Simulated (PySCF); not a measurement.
Li(Me) cation (CH3Li), SMILES [Li][CH3] (connectivity only; charge and spin as stated), charge +1, multiplicity 2.

Geometry optimised at ωB97X-D3(BJ)/def2-TZVPD. The multiplicity is an assumed one; other spin states were not compared. The isomer is the one that the SMILES or the coordinates give; other isomers of the formula were not compared.

Calculation: IEF-PCM-PBE0/def2-TZVPD in PySCF.

The values are the electrostatic part of the solvation free energy, E(continuum) − E(gas) at the gas-phase geometry, in a cavity of scaled van der Waals radii (PySCF's table); cavitation and dispersion terms are not included. A continuum can't describe solvent molecules that bind to the metal.

```json
[
 {"solvent": "water", "ε": "78.36", "ΔG(elec) (kcal/mol)": "-67.1"},
 {"solvent": "toluene", "ε": "2.37", "ΔG(elec) (kcal/mol)": "-39.0"},
 {"solvent": "diethylether", "ε": "4.24", "ΔG(elec) (kcal/mol)": "-51.7"}
]
```
